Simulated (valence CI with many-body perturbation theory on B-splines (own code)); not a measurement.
Hyperfine factors and g values of Cs XLII

Computed by relativistic CI+MBPT: four valence electrons over a frozen Dirac-Fock core [Ne], a basis of 11 s, 11 p, 10 d, 8 f, 5 g, 2 h functions for each j, with the one-electron correlation potential Σ1, the two-electron term Σ2, the three-electron term Σ3, Breit, model QED; selected CI, second order for the rest, scaled by the run's own slope (own B-spline code, finite nucleus).

No measured spectrum was set against this ion. As an estimate, large intervals hold to a few tenths of a per cent, small ones and those within an open d or f shell to about a per cent. Among the levels kept, up to 650 cm⁻¹ of a level comes from second order outside the variational space, and about a tenth of that is noise between levels of different J, which matters for small intervals.

A/g_I is the dipole constant over the nuclear g factor μ/I (μ in nuclear magnetons, uniformly magnetised nucleus), B/Q the quadrupole constant per barn. Both hold the static response of the core; the bare values leave it out. Large factors of s and p1/2 electrons are usually good to 5 to 10 %; those of open d and f shells near neutrality can be off by tens of per cent, and small factors of p3/2, d and f electrons come from cancelling terms and can be off by a factor of two or in sign, in half-filled shells by more. B is blank for J = 1/2, where it vanishes, and for nearly pure S terms. Energies count from the lowest level. Levels with J = 0 are left out.

Levels are named by their leading jj configuration (3d3/2^4 stands for four electrons in 3d with j = 3/2), which in mixed levels can hold well under half, so a name can repeat and another be missing. Letters in brackets count levels of one name in rising energy.

| Level | E (eV) | g | A/g_I (MHz) | A/g_I bare | B/Q (MHz/b) | B/Q bare |
| --- | --- | --- | --- | --- | --- | --- |
| (3s^2 3p1/2 3p3/2) J=1 | 80.93 | 1.495 | -28600 | -25900 | 72200 | 71000 |
| (3s^2 3p1/2 3p3/2) J=2 | 87.48 | 1.188 | 180000 | 176000 | 117000 | 115000 |
| (3s^2 3p3/2^2) J=2 | 173.14 | 1.299 | 79000 | 78600 | 26900 | 26400 |
| (3s 3p1/2^2 3p3/2) J=2 | 185.90 | 1.611 | 422000 | 414000 | 116000 | 114000 |
| (3s 3p1/2^2 3p3/2) J=1 | 206.18 | 0.974 | -249000 | -240000 | 96200 | 94600 |
| (3s^2 3p1/2 3d3/2) J=2 | 231.47 | 0.769 | 149000 | 147000 | 22900 | 23800 |
| (3s 3p1/2 3p3/2^2) J=2 [a] | 252.69 | 1.458 | 153000 | 151000 | 18100 | 18400 |
| (3s^2 3p1/2 3d3/2) J=1 | 258.95 | 0.900 | -108000 | -102000 | 14700 | 15000 |
| (3s^2 3p1/2 3d5/2) J=3 | 259.31 | 1.184 | 165000 | 163000 | -13100 | -11600 |
| (3s^2 3p1/2 3d5/2) J=2 | 276.13 | 1.287 | 79800 | 79600 | 63500 | 63100 |
| (3s 3p1/2 3p3/2^2) J=3 | 280.16 | 1.245 | 299000 | 293000 | 45400 | 45000 |
| (3s 3p1/2 3p3/2^2) J=1 [a] | 293.74 | 1.251 | 400000 | 391000 | -114000 | -112000 |
| (3s 3p1/2 3p3/2^2) J=2 [b] | 297.27 | 1.120 | 73200 | 73300 | -13200 | -12900 |
| (3s 3p1/2 3p3/2^2) J=1 [b] | 304.15 | 1.381 | 141000 | 140000 | 56700 | 55700 |
| (3s 3p1/2^2 3d3/2) J=1 | 338.66 | 0.367 | -316000 | -306000 | 10200 | 10700 |
| (3s^2 3p3/2 3d3/2) J=2 | 338.97 | 1.050 | 27300 | 28500 | -21600 | -21000 |
| (3s^2 3p3/2 3d3/2) J=3 | 339.22 | 1.142 | 70700 | 71000 | 116000 | 115000 |
| (3s^2 3p3/2 3d3/2) J=1 | 339.51 | 1.145 | 82900 | 82900 | -63700 | -63100 |
| (3s^2 3p3/2 3d5/2) J=4 | 341.32 | 1.244 | 38700 | 39500 | 177000 | 176000 |
| (3s^2 3p3/2 3d5/2) J=2 | 341.34 | 1.314 | 109000 | 108000 | -99800 | -97900 |
| (3s 3p1/2^2 3d3/2) J=2 | 342.71 | 1.180 | 351000 | 344000 | 22200 | 22900 |
| (3s 3p1/2^2 3d5/2) J=3 | 366.28 | 1.374 | 251000 | 247000 | 23500 | 24800 |
| (3s^2 3p3/2 3d5/2) J=3 | 366.93 | 1.153 | 47300 | 47600 | 35700 | 36400 |
| (3s^2 3p3/2 3d5/2) J=1 | 370.70 | 1.136 | -38300 | -35400 | 15100 | 15200 |
| (3s 3p1/2^2 3d5/2) J=2 | 374.28 | 1.077 | -144000 | -138000 | -16600 | -15100 |
| (3s 3p3/2^3) J=2 | 384.13 | 1.341 | 364000 | 356000 | -130000 | -127000 |
| (3s 3p1/2 3p3/2 3d3/2) J=2 [a] | 402.32 | 1.111 | 68500 | 68700 | 30800 | 30600 |
| (3s 3p3/2^3) J=1 | 402.72 | 1.168 | -250000 | -241000 | -35800 | -35100 |
| (3s 3p1/2 3p3/2 3d3/2) J=1 [a] | 409.62 | 1.211 | 198000 | 196000 | -69000 | -68300 |
| (3s 3p1/2 3p3/2 3d3/2) J=3 [a] | 412.63 | 1.178 | 240000 | 236000 | 3670 | 4020 |
| (3s 3p1/2 3p3/2 3d3/2) J=2 [b] | 413.26 | 1.195 | 153000 | 151000 | -34500 | -34000 |
| (3s 3p1/2 3p3/2 3d3/2) J=4 | 421.86 | 1.231 | 269000 | 264000 | 61900 | 61800 |
| (3s 3p1/2 3p3/2 3d5/2) J=4 [a] | 427.54 | 1.393 | 176000 | 173000 | 176000 | 174000 |
| (3s 3p1/2 3p3/2 3d3/2) J=2 [c] | 432.45 | 0.900 | 106000 | 104000 | -41900 | -40800 |

Task: Take the isotope of mass number 133, with I = 7/2, μ = 2.5778 μN, leaving out the quadrupole term. What is the hyperfine structure of (3s 3p1/2 3p3/2^2) J=2 [a]?

Result: From the table A = 113000 MHz. Shifts from the centre of gravity in MHz: F = 3/2: -1020000, F = 5/2: -734000, F = 7/2: -339000, F = 9/2: 170000, F = 11/2: 791000.
